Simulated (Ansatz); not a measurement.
Species: CH3Br2GaO, charge 0, multiplicity 1. 
Structure (B3LYP-D3(BJ)/def2-TZVP (Ansatz, a program for electronic structure) minimum search):
```
O
C 1 1.4230
H 2 1.0924 1 108.95
H 2 1.0924 3 108.79 1 -118.65
H 2 1.0936 3 108.55 4 -117.95
Ga 1 1.7707 2 124.33 3 120.72
Br 6 2.2726 1 117.99 2 -180.00
Br 6 2.2894 1 120.19 2 0.00
```
Charge 0, spin multiplicity 1.

Basis-set convergence of Hartree-Fock and CCSD correlation energies (hartree) with Ansatz. Cores are frozen in the correlated levels unless marked. Spin-orbit coupling is left out. Frozen are the shells of the preceding noble gas and the d and f shells that filled before the atom's block. Non-relativistic.

```csv
basis,functions,E(HF),"E(corr, CCSD)"
aug-cc-pVDZ,181,-7182.62973,-0.68993
aug-cc-pVTZ,338,-7182.88168,-0.85572
aug-cc-pVQZ,577,-7182.89763,-0.91149
```

Extrapolating the two largest sets (X = 3 and 4) as X^-3: E(corr) = (64·(-0.91149) - 27·(-0.85572))/37 = -0.9522 Eh, an estimate of the basis-set limit. The largest set recovers 95.7 % of it, the smallest 72.5 %.
